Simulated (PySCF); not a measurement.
CH6BeSSi, SMILES C[S][Be][SiH3].

The structure is a stationary point at B3LYP-D3(BJ)/def2-SVP. One conformer was computed; it need not be the lowest.

Method: B3LYP-D3(BJ)/def2-SVP (PySCF 2.14.0).

Frequencies are harmonic and unscaled.

A small imaginary wavenumber (i) marks a very flat motion, where grid noise or a shallow saddle decides the sign.

| mode | ν (cm⁻¹) | IR (km/mol) | moving atoms (share of kinetic energy) |
|---|---|---|---|
| 1 | 1i | 0.2 | H 89 % |
| 2 | 30 | 0.0 | H 99 % |
| 3 | 80 | 4.5 | C 40 %, H 25 %, Be 14 %, Si 12 %, S 8 % |
| 4 | 167 | 13.0 | Be 69 %, H 22 %, S 8 % |
| 5 | 250 | 10.7 | Be 47 %, H 27 %, C 9 %, Si 9 %, S 8 % |
| 6 | 317 | 4.5 | S 46 %, Si 41 %, H 9 % |
| 7 | 495 | 2.7 | H 72 %, Be 18 %, Si 10 % |
| 8 | 495 | 0.4 | H 63 %, Be 26 %, Si 10 % |
| 9 | 682 | 6.8 | C 61 %, S 30 %, H 9 % |
| 10 | 877 | 306.7 | H 86 %, Be 8 % |
| 11 | 939 | 45.2 | Be 67 %, H 19 % |
| 12 | 945 | 31.7 | H 98 % |
| 13 | 949 | 38.3 | H 97 % |
| 14 | 952 | 8.9 | H 85 %, C 13 % |
| 15 | 974 | 7.3 | H 71 %, C 12 %, Be 11 % |
| 16 | 1335 | 15.1 | H 87 %, C 12 % |
| 17 | 1456 | 7.7 | H 95 % |
| 18 | 1460 | 7.6 | H 95 % |
| 19 | 2182 | 72.1 | H 98 % |
| 20 | 2183 | 100.6 | H 96 % |
| 21 | 2184 | 95.2 | H 96 % |
| 22 | 3055 | 20.4 | H 98 % |
| 23 | 3161 | 1.5 | H 90 %, C 10 % |
| 24 | 3162 | 3.0 | H 90 %, C 10 % |
